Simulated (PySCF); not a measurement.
**How methods differ on the excitation energy of Ga**

Ga [Ar] 3d10 4s2 4p1 (2P) → Ga [Ar] 3d10 4s1 4p2 (4P), as a difference of total energies. All numbers are calculated (PySCF 2.14, the non-relativistic Hamiltonian (point nucleus), in dyall-av2z). Correlated levels: valence: [Ar] 3d10 frozen; virtual orbitals above 40 to 60 times the deepest correlated orbital energy dropped. The calculations carry no spin-orbit coupling.

| method | excitation energy (eV) |
| --- | --- |
| UHF | 3.102 |
| LDA | 5.053 |
| PBE | 4.844 |
| PBE0 | 4.520 |
| r2SCAN | 4.395 |
| HSE06 | 4.578 |
| B97-3 | 4.975 |
| wB97X-V | 4.707 |
| BP86 | 4.909 |
| MP2 (valence) | 3.746 |
| SCS-MP2 (valence) | 3.991 |

Q: How much does correlation contribute at MP2 (valence)?

A: 3.746 − (3.102) = 0.644 eV, measured against UHF.
